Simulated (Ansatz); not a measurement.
The cluster Ba6O5. The state is a singlet with charge 0. Geometry PBE-D4/def2-SVP; atoms count from 1.

```xyz
11

Ba    1.851   -3.310    0.526
Ba   -2.267   -2.866   -0.633
Ba    2.892    0.782    2.098
Ba   -3.271    1.501   -0.862
Ba    0.275    0.031   -0.631
Ba    0.211    3.823    0.137
O    -2.290   -0.559   -0.515
O     0.037   -2.665   -0.749
O    -1.111    2.321   -1.018
O     1.490    1.999    0.738
O     2.183   -1.058    0.910
```

In the def2 sets Ba takes a core potential; there is no spin–orbit coupling. Another isomer (singlet) lies 0.97 eV lower at PBE0-D4/def2-TZVP; other spin states weren't run for this one.

Question: Estimate the Mulliken populations from the PBE0/def2-TZVP orbitals of Ansatz.

Answer: 
```csv
atom,charge (e)
Ba1,1.13
Ba2,0.91
Ba3,0.87
Ba4,0.91
Ba5,0.89
Ba6,1.13
O7,-1.18
O8,-1.16
O9,-1.16
O10,-1.17
O11,-1.17
```
Mulliken values depend strongly on the basis.

Question: And the Mayer bond orders between heavy atoms (over 0.3)?

Answer: Ba1–O8 0.58 (2.31 Å); Ba1–O11 0.57 (2.31 Å); Ba2–O7 0.57 (2.31 Å); Ba2–O8 0.57 (2.32 Å); Ba3–O10 0.58 (2.30 Å); Ba3–O11 0.58 (2.30 Å); Ba4–O7 0.57 (2.31 Å); Ba4–O9 0.57 (2.32 Å); Ba6–O9 0.58 (2.31 Å); Ba6–O10 0.58 (2.31 Å).
